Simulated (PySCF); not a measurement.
C7H8S.
SMILES with atom numbers: `[SH:1][CH2:2][c:3]1[cH:4][cH:5][cH:6][cH:7][cH:8]1` (hydrogens: H9 on S1; H10, H11 on C2; H12 on C4; H13 on C5; H14 on C6; H15 on C7; H16 on C8)

Cartesian coordinates in Å at the GFN2-xTB level; atoms count from 1:
```
atom  x, y, z in Å
S1    -2.7267   -0.6013   -1.3525
C2    -1.8348   -0.8975    0.2321
C3    -0.4543   -0.3335    0.1845
C4     0.5708   -1.0359   -0.4385
C5     1.8444   -0.5025   -0.5072
C6     2.1082    0.7401    0.0450
C7     1.0910    1.4497    0.6601
C8    -0.1847    0.9180    0.7248
H9    -2.5773    0.7215   -1.3479
H10   -1.8263   -1.9817    0.3339
H11   -2.4326   -0.4585    1.0304
H12    0.3634   -2.0031   -0.8728
H13    2.6336   -1.0574   -0.9930
H14    3.1043    1.1545   -0.0046
H15    1.2903    2.4208    1.0893
H16   -0.9770    1.4757    1.2049
```

The calculation used PySCF 2.14.0, density-fitted response routines, TDDFT CAM-B3LYP/def2-SVPD, vertical, gas phase, core orbitals frozen in the response.

Transition dipole moments from the ground state, in atomic units and in the frame of the coordinates above (overall signs are arbitrary), for the states with f of 0.002 or more among the lowest 7:

```json
{"state": "S1", "E (eV)": "5.278", "μx": "-0.323", "μy": "-0.074", "μz": "-0.088"}
{"state": "S2", "E (eV)": "5.415", "μx": "0.182", "μy": "-0.019", "μz": "0.005"}
{"state": "S3", "E (eV)": "5.824", "μx": "-0.832", "μy": "-0.012", "μz": "0.001"}
{"state": "S4", "E (eV)": "6.099", "μx": "0.200", "μy": "0.126", "μz": "0.237"}
{"state": "S5", "E (eV)": "6.531", "μx": "-0.607", "μy": "-0.637", "μz": "-0.399"}
{"state": "S6", "E (eV)": "6.603", "μx": "0.154", "μy": "0.036", "μz": "0.102"}
{"state": "S7", "E (eV)": "6.867", "μx": "0.381", "μy": "0.516", "μz": "0.321"}
```

(1) What oscillator strength does each state have?

(2) Which bond between heavy atoms lies closest to the direction of the S5 transition dipole?

(3) What angle do the transition dipoles of S1 and S3 make?

(4) How is the summed strength of these states shared among x, y and z?

Answers

(1) f = (2/3) ΔE |μ|² with ΔE in hartree (27.2114 eV).

| state | \|μ\|² (au) | \|μ\| (D) | f |
| --- | --- | --- | --- |
| S1 | 0.117 | 0.87 | 0.015 |
| S2 | 0.034 | 0.47 | 0.004 |
| S3 | 0.693 | 2.12 | 0.099 |
| S4 | 0.112 | 0.85 | 0.017 |
| S5 | 0.933 | 2.45 | 0.149 |
| S6 | 0.036 | 0.48 | 0.006 |
| S7 | 0.514 | 1.82 | 0.087 |

(2) C3–C8 and C5–C6, at 29° from it; next C2–C3, C7–C8 and C4–C5 at 35°.

(3) |cos θ| = |μa·μb| / (|μa| |μb|) = 0.94, so θ ≈ 19° (taken between 0 and 90°, since the signs are arbitrary).

(4) (2/3) Σ ΔE μα² gives 0.210 for x, 0.113 for y and 0.054 for z, 0.377 in all.

The run took 70 s on an x86-64 server with one thread, no GPU, on a shared host.

One conformer stands for the species.
